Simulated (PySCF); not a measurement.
A GIAO shielding run with PySCF 2.14 (density fitting, non-relativistic, gas phase) on `InChI=1S/BF3H3P/c1-5(2,3)4/h1H3`:

```
$ OMP_NUM_THREADS=1 python probes_run.py task.json out

{"job": {"kind": "nmr", "xc": "PBE", "basis": "pcSseg-2", "pop": false}, "charge": 0, "multiplicity": 1}
B      1.090424    -0.096969     0.028755
P     -0.737550     0.060326    -0.028509
F     -1.525229    -0.724667    -1.137706
F     -1.334260     1.496568    -0.244314
F     -1.553571    -0.383523     1.237540
H      1.263789    -1.285968     0.216704
H      1.374591     0.624979     0.967489
H      1.428953     0.317674    -1.064117
```

Hardware: 1 thread of an Arm Neoverse V1, shared host.

Question: How large is the calculation?

Answer: 50 electrons, 229 basis functions and 652 auxiliary functions.

Question: How long does it take?

Answer: 23 s of wall time, with 14 SCF cycles. Times on a shared host scatter by some tens of per cent.

Question: And these other runs on the same molecule and hardware: GIAO shielding at B3LYP/pcSseg-2; GIAO shielding at B97-D/pcSseg-2; GIAO shielding at BLYP/pcSseg-2; GIAO shielding at BP86/pcSseg-2; GIAO shielding at HF/pcSseg-2; GIAO shielding at KT2/pcSseg-2?

Answer: B3LYP/pcSseg-2: 229 functions, 15 s; B97-D/pcSseg-2: 229 functions, 23 s; BLYP/pcSseg-2: 229 functions, 23 s; BP86/pcSseg-2: 229 functions, 23 s; HF/pcSseg-2: 229 functions, 8.9 s; KT2/pcSseg-2: 229 functions, 24 s.
